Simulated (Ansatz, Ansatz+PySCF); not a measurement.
```xyz
4

O     0.0000    0.0000   -0.1627
H     0.0000    0.0000    1.3019
N    30.0000    0.0000   -0.2879
H    30.0000    0.0000    2.0151
```

Basis set: 6-31G (spherical functions). Frozen core: 2 orbitals. Charge 0, multiplicity 4.

Computed with Ansatz (development build ahead of 0.2.0); each method stands on the lowest determinant of its kind that the runs found.

The atomization energy at this shape (free ground-state atoms in the same class of orbitals less the molecule, no zero-point energy) of quartet H₂NO:

```json
{"method": "UHF-MP2", "atomization energy": "1.03 eV"}
{"method": "UHF", "atomization energy": "0.42 eV"}
```

(1) What does UHF-CCSD(T) give?

Answers

(1) 1.87 eV. Caution: the unrestricted determinant is a mixture of spin states. Caution for UHF-CCSD(T), UHF-MP2: a plain start can end on a higher determinant; bonds are stretched, where a single reference can fail.

This basis has no polarisation functions and is too small for such energies, which can lie far from measured ones in either direction.
